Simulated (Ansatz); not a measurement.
CH$_{6}$O$_{2}$SSi, SMILES `OC(S)O[SiH3]`, relaxed with RKS PBE-D4/def2-SVP in Ansatz 0.2.0 from a rough embedded geometry. The force threshold is 0.03 eV/Å; the program also tests the step.

The species carries charge 0 and has multiplicity 1.

Start:

```xyz
11

O    -1.789   -0.669   -0.933
C    -0.649    0.097   -0.651
S    -1.192    1.794   -0.677
O    -0.156   -0.238    0.670
Si    1.439   -0.269    0.950
H    -1.375   -1.611   -1.088
H     0.112   -0.020   -1.429
H    -2.176    1.649    0.202
H     1.716   -0.738    2.267
H     2.114   -1.120   -0.074
H     1.955    1.125    0.763
```

```tsv
step	energy (eV)	largest force (eV/Å)	largest move (Å)
1	-23917.4834	2.107	0.000
2	-23917.8102	1.166	0.074
3	-23917.8929	0.528	0.080
4 (rejected)	-23917.8844	1.259	0.200
5	-23917.9182	0.169	0.098
6	-23917.9325	0.105	0.100
7	-23917.9453	0.082	0.150
8	-23917.9500	0.379	0.195
9	-23917.9585	0.254	0.039
10	-23917.9705	0.099	0.190
11	-23917.9792	0.189	0.195
12	-23917.9851	0.171	0.069
13	-23917.9920	0.067	0.102
14 (rejected)	-23917.9886	0.288	0.044
15	-23917.9935	0.031	0.021
16	-23917.9953	0.025	0.040
17	-23917.9971	0.110	0.147
18	-23917.9983	0.032	0.017
19	-23917.9986	0.027	0.026
```

End:

```xyz
11

O    -2.004   -0.597   -0.835
C    -0.677   -0.197   -0.823
S    -0.596    1.648   -0.994
O    -0.071   -0.683    0.346
Si    1.406   -0.094    0.950
H    -2.015   -1.477   -0.408
H    -0.106   -0.557   -1.718
H    -1.444    1.868    0.050
H     1.863   -1.183    1.875
H     2.401    0.091   -0.163
H     1.244    1.182    1.721
```

Hardware: 4 threads of a server CPU on a shared host. Wall time 24 s, peak host memory 0.16 GiB.
